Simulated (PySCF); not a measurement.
**Computed properties of GeF2ClBr, SMILES [Ge]([F])([Br])([F])[Cl]**

GeF2ClBr, SMILES [F][Ge]([F])([Cl])[Br]. Geometry optimised at TPSSh-D3(BJ)/def2-SVP. Other conformers were not sampled. All values are computed for the isolated molecule unless a solvent is named; none is compared with measurement here.

**Structure.** The optimised structure has Cs symmetry. All 9 harmonic modes at TPSSh-D3(BJ)/def2-SVP (PySCF) are real, so it is a minimum. With heavy atoms numbered as in [F:1][Ge:2]([F:3])([Cl:4])[Br:5], the shortest bond between them is F1–Ge2 at 1.721 Å and the longest Ge2–Br5 at 2.261 Å.

**Vibrations.** The strongest infrared lines (harmonic, unscaled, degenerate partners summed) lie at 457 cm⁻¹ (87 km/mol, Cl 60 %, Ge 37 %), 732 cm⁻¹ (75 km/mol, F 82 %, Ge 18 %), 759 cm⁻¹ (70 km/mol, F 75 %, Ge 25 %). The softest mode is at 113 cm⁻¹ and the zero-point energy is 4.5 kcal/mol.

**Electronic structure.** M06-2X/def2-TZVP (PySCF) places the frontier levels at -10.86 and -1.11 eV, a gap of 9.75 eV, and gives a dipole moment of 1.56 D and a mean polarisability of 54.9 bohr³. PBE/def2-TZVP (PySCF) at the same geometry gives -8.20 and -3.33 eV, so its gap is 4.88 eV narrower. An orbital gap is neither the optical nor the fundamental gap.

**Excitations.** TDDFT-PBE0/def2-SVPD (PySCF) has S1 at 5.62 eV (221 nm, f = 0.016, weak); the most intense of the 10 singlets computed lies at 7.75 eV (f = 0.19). T1 (TDA) is at 5.11 eV. TDDFT-PBE/def2-SVPD (PySCF) puts S1 at 4.94 eV. No vertical singlet excitation falls in the visible range (under 3.1 eV).

**NMR.** GIAO shifts at PBE0/pcSseg-1 (PySCF) (non-relativistic, atoms alike by connectivity averaged): ¹⁹F at -94.9 ppm against CFCl3. Without spin–orbit terms, shifts of atoms bonded to Cl or Br come out too high.
